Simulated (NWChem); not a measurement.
Species: C3H5, doublet; SMILES [C](=C)C

```xyz
8

C      0.0875    -1.3531     0.0000
C     -0.3838    -0.1266    -0.0002
C      0.0672     1.2651    -0.0004
H     -0.5679    -2.2317    -0.0004
H      1.1724    -1.5526     0.0005
H      1.1729     1.3299     0.0033
H     -0.2985     1.8045    -0.8894
H     -0.3044     1.8069     0.8846
```
Atoms are numbered in this order, from 1.

Results from NWChem. Pople sets run with spherical d functions. Spin-unrestricted. The geometry was optimised at PBE0/def2-SVP, spin-unrestricted. No stability test was run on the SCF state. Level: M05-2X/6-31G* with COSMO at NWChem's default radii, gas-phase geometry; the question gives the dielectric constant. Reactions with the solvent are ignored.

### Question
Estimate the computed values for dielectric constant 78.4. Quantities: electrostatic solvation energy (kcal/mol); dipole in solution (D).

### Answer
```
Quantity                                   Value
-----------------------------------------  -----
electrostatic solvation energy (kcal/mol)   -2.1
dipole in solution (D)                      1.12
```
